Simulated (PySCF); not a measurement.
**Gd⁶²⁺ (gadolinium, charge +62): Hartree-Fock from Schrödinger to Dirac-Coulomb-Breit**

Occupied: 1s1/2. Hartree-Fock calculated with PySCF 2.14 in an uncontracted even-tempered set (19 s from 15 bohr⁻², ratio 2.3; 15 p from 17 bohr⁻², ratio 2.3), Gaussian nucleus throughout. NR is non-relativistic, sf-X2C the spin-free one-electron X2C Hamiltonian, X2C adds the bare one-electron spin-orbit term, X2C-SNSO screens it by Boettger's factors, DC is four-component Dirac-Coulomb, and the Gaunt and Breit terms are added at first order (total energies over the DC spinors, levels after relaxing the spinors in that mean field). QED terms are absent. Levels marked empty are virtual spinors of this ion.

| level (eV) | NR | sf-X2C | X2C | X2C-SNSO |
| --- | --- | --- | --- | --- |
| 1s1/2 | -54642.3 | -57908.8 | -57908.8 | -57908.8 |
| 2s1/2 (empty) | -13245.7 | -14240.4 | -14240.4 | -14240.4 |
| 2p1/2 (empty) | -13126.0 | -13529.0 | -14103.6 | -14093.4 |
| 2p3/2 (empty) | -13126.0 | -13529.0 | -13287.9 | -13291.4 |
| 3s1/2 (empty) | -5857.7 | -6204.3 | -6204.3 | -6204.3 |

Where do the four-component calculations put these levels?

1s1/2: DC -57958.2, DC+Gaunt -57858.6, DC+Breit -57858.6; 2s1/2 (empty): DC -14245.7, DC+Gaunt -14234.5, DC+Breit -14235.9; 2p1/2 (empty): DC -14090.6, DC+Gaunt -14067.2, DC+Breit -14070.6; 2p3/2 (empty): DC -13295.3, DC+Gaunt -13283.7, DC+Breit -13287.1; 3s1/2 (empty): DC -6205.8, DC+Gaunt -6202.7, DC+Breit -6203.1 (eV).

```tsv
Hamiltonian	E (hartree)	E − E(DC) (hartree)	CPU seconds
NR	-4055.9072	247.4037	0.45
sf-X2C	-4301.4778	1.8331	0.27
X2C	-4301.4778	1.8331	0.27
X2C-SNSO	-4301.4778	1.8331	0.26
DC	-4303.3109	0.0000	4.4
DC+Gaunt	-4299.6201	3.6908	7.2
DC+Breit	-4299.6201	3.6908	63
```

Weight of the small component: 1s1/2 0.0573, 2s1/2 0.0140, 2p1/2 0.0139, 2p3/2 0.0131, 3s1/2 0.00609.

Koopmans' value for the highest occupied level at DC+Breit: 57858.6 eV, against an ionisation energy of 57783.91 ± 0.08 eV (theoretical estimate listed by NIST; NIST Atomic Spectra Database, ionization energies); the former lacks relaxation, correlation, QED and recoil.

The whole ladder took 78 s of wall time on 1 thread of Neoverse-V1 (shared host), launched as `OMP_NUM_THREADS=1 python relrun2.py TASK.json OUT` (a driver that calls PySCF for each Hamiltonian).
